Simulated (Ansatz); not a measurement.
Geometry optimisation, RKS PBE/6-31G* (Ansatz).

input.yaml

```yaml
crystal:
  periodic: [false, false, false]
  atoms:
    - { symbol: B, position_ang: [0.122315, -0.127037, 0.185927] }
    - { symbol: Cl, position_ang: [-0.160147, -0.914902, 1.807185] }
    - { symbol: Cl, position_ang: [1.64254, -0.383969, -0.659325] }
    - { symbol: H, position_ang: [-0.807995, 0.362409, -0.382991] }
    - { symbol: P, position_ang: [0.639156, 2.807658, 1.120834] }
    - { symbol: H, position_ang: [1.897729, 2.122796, 1.17366] }
    - { symbol: H, position_ang: [0.495368, 2.626786, -0.289616] }
    - { symbol: H, position_ang: [-0.095066, 1.64046, 1.487326] }
basis:
  gaussian: { orbitals: "6-31G*" }
hamiltonian:
  xc: pbe
relax:
  f_tol: 0.03
  max_steps: 50
```

Run as:

```bash
$ ansatz run input.yaml --threads 1 --pin off --max-ram 2048MiB --backend cpu --events-out ev --progress --plain --runs-dir out
```

Task: Where does it end, and by what steps?

Result: The run converged. The force dipped under the threshold on the way, but the program's further checks kept it going. After 12 steps the energy has fallen by 0.211 eV; H8 moved furthest, 0.74 Å.

```
step  energy less start (eV)  largest force component (eV/Å)  accepted
   0                  0.0000                           0.926       yes
   1                 -0.1324                           0.812       yes
   2                 -0.1534                           0.759       yes
   3                 -0.1852                           0.407       yes
   4                 -0.1886                           0.426       yes
   5                 -0.1907                           0.667       yes
   6                 -0.2081                           0.116       yes
   7                 -0.2101                           0.031       yes
   8                 -0.2104                           0.008       yes
   9                 -0.2085                           0.166        no
  10                 -0.2105                           0.032       yes
  11                 -0.2103                           0.055        no
  12                 -0.2106                           0.002       yes
```

```xyz
8
Properties=species:S:1:pos:R:3
B 0.101 -0.576 0.070
Cl -0.162 -1.247 1.667
Cl 1.609 -0.839 -0.783
H -0.768 0.057 -0.453
P 0.827 3.233 1.191
H 1.839 2.214 1.197
H 0.456 2.950 -0.167
H -0.168 2.342 1.720
```

Whether the end is a true minimum wasn't checked by a vibrational analysis.

Time of the run: 30 s on 1 thread of Arm Neoverse V2 (shared host), peak memory 0.12 GiB.
